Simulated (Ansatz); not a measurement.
Abridged output of a molecular run in Ansatz:

```
Functional definition: HF
1187 factors; integrals over basis functions are off by at most 1.3e-3 eV
mean field evaluation 1: about -30855.9724 eV, gradient 2.9e1 eV
mean field evaluation 2: about -30855.9754 eV, gradient 2.9e1 eV
mean field evaluation 4: about -30858.5384 eV, gradient 4.1e0 eV
mean field evaluation 8: about -30858.5869 eV, gradient 7.6e-5 eV
mean field -30858.58689820 eV, -1134.0321518074 hartree, gradient 3.1e-6 eV, S^2 0.000000; 0 other end points of the search recorded, 0 dependent functions left out
17 core orbitals not correlated: weight in the atoms' cores, before any rotation towards them, 1.000 or more for the frozen orbitals, at most 0.000 for the correlated occupied ones
reference -30858.58689820 eV, -1134.0321518074 hartree; 16, 16 occupied and 89, 89 virtual orbitals, 1187 factors
second order -17.51817908 eV of doubles, -0.00000000 eV of singles
cycle   1  -18.78003089 eV  change    -1.3e0 eV  update   9.6e-2
cycle   2  -19.33660014 eV  change   -5.6e-1 eV  update   2.8e-2
cycle   3  -19.41801683 eV  change   -8.1e-2 eV  update   1.1e-2
cycle   4  -19.41348582 eV  change    4.5e-3 eV  update   2.8e-3
cycle   5  -19.41333494 eV  change    1.5e-4 eV  update   1.0e-3
cycle   6  -19.41313669 eV  change    2.0e-4 eV  update   3.1e-4
cycle   7  -19.41306856 eV  change    6.8e-5 eV  update   1.1e-4
cycle   8  -19.41309057 eV  change   -2.2e-5 eV  update   3.4e-5
perturbative correction -0.50180085 eV, -0.0184408412 hartree
Total energy: -30878.50178962 eV, -1134.7640105683 hartree
```

Its atoms:

```xyz
13

C     1.204   -0.799    0.452
N    -0.021   -0.153   -0.023
Si   -0.011    0.395   -1.667
Si   -1.215    0.254    1.127
Cl   -0.668    1.856    2.315
H     1.574   -1.514   -0.289
H     1.013   -1.356    1.374
H     1.999   -0.075    0.656
H     0.242   -0.763   -2.567
H    -1.331    1.004   -1.960
H     1.069    1.392   -1.906
H    -2.456    0.637    0.424
H    -1.400   -0.878    2.064
```

**Question.** Which basis set was used?
A. def2-QZVPP
B. cc-pV(Q+d)Z
C. def2-SVPD
D. def2-SVP

**Answer.** D. It gives 122 functions.

**Question.** Write the keys of the input that set method, charge and spin (a neutral closed shell needs none for the last two).

**Answer.** 
```yaml
correlation: {method: ccsd_t}
```
